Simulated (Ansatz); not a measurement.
Reaction (ligand exchange at the Si–C bond): `B[SiH2]C` + `BO` → `BO[SiH2]B` + CH₄

Gas-phase electronic energies from Ansatz, PBE0-D4/def2-TZVP geometries. CCSD(T)/CBS is the MP2 limit (def2-TZVPP, def2-QZVPP) plus CCSD(T) − MP2 in def2-TZVPP, frozen cores. This one scheme is used for every species. Functionals use def2-TZVPP. HSE06 is defined as in plane-wave codes. Each species was taken in one conformer, which may not be the lowest.

```json
{"level": "PBE-D4", "ΔE (eV)": "-0.80"}
{"level": "ωB97X-V", "ΔE (eV)": "-0.92"}
{"level": "B2PLYP", "ΔE (eV)": "-0.97"}
{"level": "PBE", "ΔE (eV)": "-0.79"}
{"level": "r2SCANh", "ΔE (eV)": "-0.91"}
{"level": "HSE06", "ΔE (eV)": "-0.83"}
{"level": "HF/def2-TZVPP", "ΔE (eV)": "-1.10"}
{"level": "MP2/CBS(def2)", "ΔE (eV)": "-0.95"}
```

(1) What does CCSD(T)/CBS give? (Best estimate.)

Largest T1 diagnostic among the species: 0.014.

Results:

(1) Computed: -0.93 eV. The listed levels differ from it by 0.13, 0.01, -0.04, 0.14, 0.02, 0.10, -0.17, -0.02 eV.

In def2-TZVPP, CCSD(T) changes the Hartree–Fock value by +0.19 eV (the triples alone add +0.02 eV) and MP2 by +0.17 eV. From PBE to PBE0 (25 % exact exchange), in def2-TZVPP and without D4, ΔE moves by −0.04 eV. At CCSD(T), def2-SVP lies +0.10 eV from the extrapolated value and def2-TZVPP +0.01 eV.
